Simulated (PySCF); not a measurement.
Q: Write Cartesian coordinates for `[GeH3][S][GeH2][PH2]` as optimised with PBE0-D3(BJ)/def2-SVP.

A: 
```xyz
11
Ge2H7PS angstrom
P     -1.8362    0.2222   -1.0769
Ge    -0.9801   -0.4332    0.9849
S      0.8401    0.7854    1.3978
Ge     1.9849    0.4024   -0.4810
H     -2.3844    1.4313   -0.5512
H     -3.0520   -0.5128   -0.9097
H     -1.9177   -0.1666    2.1762
H     -0.6145   -1.9289    0.9077
H      1.5012    1.3279   -1.6089
H      3.4498    0.7053   -0.1309
H      1.8109   -1.0703   -0.8932
```

Orientation and origin are arbitrary. Atoms count from 1 in this order. Ge2 (germanium bonded to P, S and 2 H) is distorted tetrahedral (angles from 105.0° to 114.4°). P1 (three-coordinate phosphorus) is pyramidal (angles 93.8°, 93.7° and 93.1°, sum 280.5°, 0.87 Å off the plane of its three neighbours). S3 (sulfur bonded to 2 Ge) is bent (angle 99.7°). Ge4 (germanium bonded to S and 3 H) is distorted tetrahedral (angles from 105.3° to 110.9°).

Bonds between heavy atoms (Å): P1–Ge2 2.327, Ge2–S3 2.229, S3–Ge4 2.233.

Level of theory: PBE0-D3(BJ)/def2-SVP geometry optimisation, gas phase (PySCF).

Point group: C1 (no symmetry element, even within 0.4 Å). Whether it is a minimum is left open (no frequencies). The numbers are those of one conformer (H–P1–Ge2–S3 -76° and -170°, P1–Ge2–S3–Ge4 -53°).

On an Arm Neoverse V2 with one thread, no GPU, shared host with 96 logical CPUs at a one-minute load of 34, this took 97 s of wall time and 0.58 GiB of memory at its peak. That covers the optimisation of the geometry.
